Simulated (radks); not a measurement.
The numbers below are computed, except where a source is named.
Neutral xenon inside a hard spherical wall (all orbitals vanish at R), configuration held at [Xe] and not refilled when levels cross. Level of theory: scalar-relativistic Kohn-Sham, PBE, spin-polarised, spherical densities, finite nucleus; Fermi nuclear charge, rms radius 4.7859 fm (a radial shooting solver on a logarithmic mesh with Libxc functionals). Eigenvalues in eV for spin up, with the zero of energy where the potential of the charges vanishes at infinity; a dash marks a level that is unbound or too diffuse for the functional's potential to be trusted. A positive occupied level is held by the wall or, in an anion where self-interaction has pushed it up, behind a barrier. The pressure on the wall is -dE/dV.

R (bohr)  E (hartree)  kinetic (hartree)    e(4p)    e(4d)    e(5s)   e(5p)  e(6s, empty)  e(5d, empty)  pressure (GPa)
free      -7447.03737           7830.781  -141.27  -59.384  -19.740  -8.235             -             -               0
20        -7447.03737           7830.781  -141.27  -59.384  -19.740  -8.235             -             -        < 0.0001
15        -7447.03737           7830.781  -141.27  -59.384  -19.740  -8.235             -             -        < 0.0001
10        -7447.03734           7830.782  -141.27  -59.381  -19.737  -8.232        -0.040         1.923         0.00135
8         -7447.03654           7830.791  -141.22  -59.331  -19.695  -8.192         0.880         2.671          0.0468
7         -7447.03349           7830.818  -141.08  -59.195  -19.583  -8.082         2.041         3.389           0.285
6         -7447.01924           7830.929  -140.62  -58.747  -19.227  -7.720         4.463         4.683            1.82
5         -7446.95105           7831.372  -139.20  -57.341  -18.143  -6.550        10.067         7.406            12.8
4         -7446.60227           7833.237  -134.83  -53.076  -14.812  -2.675        24.955        14.313             106
2.5       -7440.66216           7856.527  -107.69  -27.094   14.174  32.684        133.58        65.076            4770
1.5       -7380.00578           8051.766  -10.947   73.610   220.32  262.46        655.61        325.48          198000
